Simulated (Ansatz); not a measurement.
Basis-set extrapolation for CH4AlClOSi, SMILES `[AlH2][C@@H]1O[Si@H]1Cl` (PBE0-D4/def2-TZVP geometry, frozen core, Ansatz 0.2.0). Multiplicity 1, RHF reference.

|  | def2-TZVPP | def2-QZVPP |
| --- | --- | --- |
| HF | -1105.504690 | -1105.539332 |
| MP2 correlation | -0.782647 | -0.846846 |
| CCSD(T) correlation | -0.862183 | not run |

Energies in hartree. Use E(X) = E(∞) + A·exp(−7.88·√X) for Hartree–Fock and E(X) = E(∞) + B·X^(−2.97) for correlation, with X = 3 and 4, and add CCSD(T) minus MP2 of the smaller set to the MP2 limit.

**Question.** What is the CCSD(T) energy at the basis-set limit?

**Answer.** HF limit: -1105.539332 + (-0.034642) × 0.13774 = -1105.54410. MP2 limit: -0.846846 + (-0.064199) × 0.74074 = -0.89440. Higher-order term: -0.862183 − (-0.782647) = -0.07954. Total: -1106.51804 hartree, 396.9 kJ/mol below CCSD(T)/def2-TZVPP.
